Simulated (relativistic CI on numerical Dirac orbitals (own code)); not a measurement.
**Fe3+ in a cubic cluster: 3p photoemission with charge transfer**

Computed with a charge-transfer multiplet model of a cubic metal-ligand cluster with up to one ligand hole, Slater and spin-orbit integrals from Dirac-Coulomb-Breit ions, Slater integrals scaled by 0.9. The ground state mixes d5 with configurations of k ligand holes L, whose averages lie at kΔ + k(k − 1)U_dd/2; a core hole lowers each added d electron by U_cd. 300 K, Lorentzian 0.9 eV and Gaussian 0.8 eV FWHM.

Atomic integrals in eV (Slater integrals scaled, ζ unscaled), ground: F2dd 10.785, F4dd 6.742, zeta_d 0.056; with the core hole: F2dd 11.699, F4dd 7.354, zeta_d 0.062, zeta_core 1.048, F2cd 12.298, G1cd 15.147, G3cd 9.302.

Cluster parameters (eV): U_dd = 5.7, U_cd = 6.8, 10Dq = 1.55, 10Dq(ligand) = 1.1, V(eg) = 1.6, V(t2g) = -0.86, final-state hopping factor = 1.

```tsv
Case	n_d	d5	d6L	S
Δ = 2.3 eV	5.15	0.85	0.15	2.50
Δ = 3.3 eV	5.12	0.88	0.12	2.50
Δ = 4.3 eV	5.10	0.90	0.10	2.50
```

Weights, n_d and S are thermal averages at 300 K. Binding energies count from the first peak over 30 % of the highest in each spectrum, which can be another peak from case to case. The parameters are a model scan and need not match a compound or its usual spin state. Peaks in eV (height, largest 100):
- Δ = 2.3 eV: 0.0 (100), 5.0 (50), 9.3 (14), 22.8 (35), 28.5 (31)
- Δ = 3.3 eV: 0.0 (100), 2.3 (38), 4.9 (37), 9.0 (11), 22.9 (34), 28.2 (24)
- Δ = 4.3 eV: 0.0 (100), 2.9 (32), 5.0 (26), 8.9 (8), 23.1 (34), 25.1 (10), 28.1 (18)

For the case Δ = 4.3 eV, Δ = 4.3 eV is smaller than U_dd = 5.7 eV, the charge-transfer side of the Zaanen-Sawatzky-Allen scheme. With the core hole the configuration with one ligand hole lies at Δ − U_cd = -4.5, -3.5, -2.5 eV from the one without, in the order of the table; where this is negative the screened configuration lies lower, though the effective hopping of about 2.7 eV (from the holes of the mixed ground state) mixes the two strongly wherever it is as large as the gap.

With at most 1 ligand hole the space is cut while the next configuration still counts, so covalency is underestimated, and a final configuration with one more ligand hole, which can lie low, is missing from the spectra.
